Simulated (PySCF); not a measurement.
# In³⁺ (indium, charge +3) across methods

[Kr] 4d10, closed-shell 1S. All numbers are calculated (PySCF 2.14, a scalar-relativistic core potential, in def2-QZVPPD with the def2 core potential (28 electrons) (8s6p5d4f1g, 88 functions)).

| method | E (hartree) | mean ε 4s (eV) | mean ε 4p (eV) | mean ε 4d (eV) | Σ⟨r²⟩ (bohr²) | ⟨S²⟩ |
| --- | --- | --- | --- | --- | --- | --- |
| LC-wPBE | -188.2079 | -157.36 | -114.86 | -52.840 | 23.15 | 0.000 |
| PBE0 | -188.1809 | -157.57 | -113.90 | -50.180 | 23.11 | 0.000 |
| PBE | -188.1593 | -151.30 | -108.86 | -47.683 | 23.22 | 0.000 |
| UHF | -187.41545 | -175.22 | -127.89 | -56.521 | 22.92 | 0.000 |
| r2SCAN | -188.2390 | -154.68 | -111.22 | -48.099 | 23.05 | 0.000 |
| B2PLYP | -187.9288 | -164.31 | -119.23 | -52.597 | 23.07 | 0.000 |
| LDA | -187.8015 | -151.23 | -108.84 | -47.882 | 23.35 | 0.000 |
| MN15 | -187.7679 | -152.51 | -111.15 | -50.798 | 23.36 | 0.000 |
| PW91 | -188.2315 | -151.43 | -108.98 | -47.779 | 23.22 | 0.000 |

Energies and moments cover only the electrons outside the core potential.
